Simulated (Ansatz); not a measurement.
C3H5B (`CC1=CB1`), relaxed with RKS PBE-D4/def2-SVP in Ansatz 0.2.0 from a rough embedded geometry. The force threshold is 0.03 eV/Å; the program also tests the step.

Total charge 0; spin multiplicity 1.

Start:

```xyz
9

C     0.083    1.331   -0.118
C    -0.019   -0.103    0.052
C    -0.837   -1.211    0.302
B     0.580   -1.453   -0.090
H    -0.642    1.885    0.568
H     1.153    1.692    0.219
H    -0.054    1.666   -1.167
H    -1.832   -1.618    0.440
H     1.568   -2.188   -0.206
```

```tsv
step	energy (eV)	largest force (eV/Å)	largest move (Å)
1	-3858.6405	2.189	0.000
2	-3858.8840	0.786	0.084
3	-3858.9384	0.384	0.110
4	-3858.9422	0.290	0.054
5	-3858.9497	0.063	0.030
6	-3858.9515	0.070	0.068
7	-3858.9521	0.096	0.069
8	-3858.9528	0.048	0.007
9	-3858.9534	0.021	0.032
10	-3858.9537	0.027	0.045
11	-3858.9538	0.045	0.031
12	-3858.9539	0.026	0.003
```

End:

```xyz
9

C     0.059    1.335   -0.095
C     0.063   -0.146   -0.014
C    -0.738   -1.194    0.343
B     0.621   -1.523   -0.148
H    -0.886    1.794    0.263
H     0.906    1.752    0.491
H     0.235    1.656   -1.144
H    -1.753   -1.370    0.734
H     1.492   -2.304   -0.429
```

It took 14 s on 2 threads of an Arm Neoverse V1 on a shared host, with 0.11 GiB of host memory at the peak.
